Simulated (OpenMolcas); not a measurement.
Ionisation energies of chromium

```json
{
  "Program": "OpenMolcas 26.06",
  "Basis": "ANO-RCC-VQZP [7s6p4d3f2g1h]",
  "Scalar Hamiltonian": "DKH2, point nucleus",
  "Spin-orbit coupling": "RASSI with atomic mean-field integrals over the reference wave functions, term energies averaged over their components"
}
```

Active shells in each charge state: the valence d, s shells, with orbitals averaged over the low states. Where CASPT2's correlated closed shells are named, they are those of the first ion.

A. CASSCF
B. SS-CASPT2, IPEA 0.25 Eh, imaginary shift 0.1 Eh (closed shells correlated: 3s 3p)
C. SS-CASPT2, IPEA 0.25 Eh, imaginary shift 0.1 Eh (closed shells correlated: 2s 2p 3s 3p)

Energies in eV between the lowest computed levels, named as in B; reference values from the NIST Atomic Spectra Database with their kind.

```csv
From,To,A,B,C,Spin-orbit share in B,Reference
Cr 3d⁵ 4s ⁷S₃,Cr+ 3d⁵ ⁶S_5/2,6.955,7.032,7.018,+0.000,6.767 (measured)
Cr+ 3d⁵ ⁶S_5/2,Cr2+ 3d⁴ ⁵D₀,14.187,16.794,16.820,-0.046,16.486 (measured)
```

Other lowest levels: A, Cr 3d⁵ 4s ⁷S₃ to 3d⁴ 4s ⁶D_1/2; A, Cr+ 3d⁴ 4s ⁶D_1/2 to 3d⁴ ⁵D₀.

Error against the reference values, in %:

```json
{"From": "Cr", "Reference": "measured", "A": "+2.8", "B": "+3.9", "C": "+3.7"}
{"From": "Cr+", "Reference": "measured", "A": "-13.9", "B": "+1.9", "C": "+2.0"}
```

Mean absolute error over the 2 measured values: A 1.24 eV, B 0.29 eV, C 0.29 eV.

The lowest level within the active space need not be the ion's true ground level.
